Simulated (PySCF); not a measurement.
A side-by-side comparison of computed properties.

First species: C₈H₁₀FP.
Bonds: C1–C2, C2–C3, C2–C4, C4–C5 (aromatic), C5–C6 (aromatic), C6–C7 (aromatic), C7–C8 (aromatic), C8–F9, C8–P10 (aromatic), C4–P10 (aromatic). Hydrogens: H11, H12, H13 on C1; H14 on C2; H15, H16, H17 on C3; H18 on C5; H19 on C6; H20 on C7.

Second species: C6H9N3S.
SMILES with atom numbers: `[CH3:1][CH2:2][c:3]1[cH:4][c:5]([S:6][CH3:7])[n:8][n:9][n:10]1` (hydrogens: H11, H12, H13 on C1; H14, H15 on C2; H16 on C4; H17, H18, H19 on C7)

Levels: PBE0/pcSseg-1 for dipole moment, HOMO energy, LUMO energy and HOMO–LUMO gap; GFN2-xTB for rotational constant A and rotational constant C. Geometries: GFN2-xTB. Each structure is a single optimised conformer of the isolated species, non-relativistic unless stated; the electronic structure was computed with PySCF and density fitting.

Dipoles, sizes and rotational constants follow the conformer. The torsions of the flexible species, by atom-mapped SMILES:
- `[CH3:1][CH:2]([CH3:3])[c:4]1[cH:5][cH:6][cH:7][c:8]([F:9])[p:10]1`: C1–C2–C4–C5 -118°
- `[CH3:1][CH2:2][c:3]1[cH:4][c:5]([S:6][CH3:7])[n:8][n:9][n:10]1`: C1–C2–C3–C4 -85°, C4–C5–S6–C7 -179°

Problem. Which has the higher dipole moment?

Solution. The second: 3.66 D against 2.83 D, a difference of 0.83 D.

Problem. Which of the two has the higher rotational constant C, and by how much?

Solution. The first: 0.662 GHz against 0.558 GHz, a difference of 0.104 GHz.

Problem. Which of the two has the higher rotational constant A, and by how much?

Solution. The second: 2.718 GHz against 2.070 GHz, a difference of 0.648 GHz.

Problem. Which has the higher HOMO–LUMO gap?

Solution. The first: 5.43 eV against 5.25 eV, a difference of 0.18 eV.

Problem. Which has the higher HOMO energy?

Solution. The second: -6.92 eV against -7.08 eV, a difference of 0.16 eV.

On the first: In atomic units the dipole is 1.11 e·bohr (1 au = 2.5417 D).

On the second: The dipole equals about 12.2 × 10⁻³⁰ C·m (1 D = 3.33564 × 10⁻³⁰ C·m).
